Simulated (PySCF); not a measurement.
A family of related molecules: cyclic III–V and III–VI dimers. Gas-phase values, no solvent. Strings in code marks are SMILES.

Level of theory: TPSSh-D3(BJ)/def2-TZVP // CAM-B3LYP-D3(BJ)/def2-SVP (PySCF). All candidates: neutral, multiplicity 1. Delta-SCF ions had no search for a lower state. 

```json
{
 "dipole_moment": "0.05 D",
 "LUMO": "-0.94 eV",
 "vertical ionisation energy (Delta-SCF)": "9.38 eV"
}
```

Q: Say which member has these values.
A) `[SeH+]1[InH2-][SeH+][InH2-]1`
B) `[AlH2-]1[SH+][AlH2-][SH+]1`
C) `[GaH2-]1[SeH+][GaH2-][SeH+]1`
D) `[BH2-]1[OH+][BH2-][OH+]1`

A: C, `[GaH2-]1[SeH+][GaH2-][SeH+]1`. The others give `[AlH2-]1[SH+][AlH2-][SH+]1`: 0.01 D, -0.84 eV, 9.82 eV; `[SeH+]1[InH2-][SeH+][InH2-]1`: 1.03 D, -1.20 eV, 9.11 eV; `[BH2-]1[OH+][BH2-][OH+]1`: 0.00 D, -0.05 eV, 10.02 eV
